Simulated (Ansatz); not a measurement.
Start from `OC(F)[O][GeH3]` and change one atom or group to get `O[SiH2]OC(O)F`.

Ansatz, PBE0-D4/def2-TZVP geometries, multiplicity 1. Each molecule was computed in one conformer, which needn't be the lowest.

Scalar relativity is left out up to krypton.

| property | `OC(F)[O][GeH3]` |
| --- | --- |
| LUMO energy (PBE0/def2-TZVPP) / eV | 0.39 |
| LUMO energy (PBE/def2-TZVPP) / eV | -0.52 |
| HOMO–LUMO gap (PBE0/def2-TZVPP) / eV | 9.23 |
| size of the dipole moment (PBE/def2-TZVPP) / D | 1.25 |
| LUMO energy (B3LYP/def2-TZVPP) / eV | 0.12 |
| HOMO energy (PBE0/def2-TZVPP) / eV | -8.84 |

Problem. What does the change do to each property? (Best estimate.)

Solution. The calculation gave: 
```csv
property,`O[SiH2]OC(O)F`,shift
LUMO energy (PBE0/def2-TZVPP) / eV,0.41,0.02
LUMO energy (PBE/def2-TZVPP) / eV,-0.48,0.04
HOMO–LUMO gap (PBE0/def2-TZVPP) / eV,9.34,0.11
size of the dipole moment (PBE/def2-TZVPP) / D,0.77,-0.48
LUMO energy (B3LYP/def2-TZVPP) / eV,0.10,-0.02
HOMO energy (PBE0/def2-TZVPP) / eV,-8.94,-0.10
```

Dipoles are sizes alone; their direction can turn.

B3LYP here is the variant with VWN-RPA as its local correlation; programs differ in this.
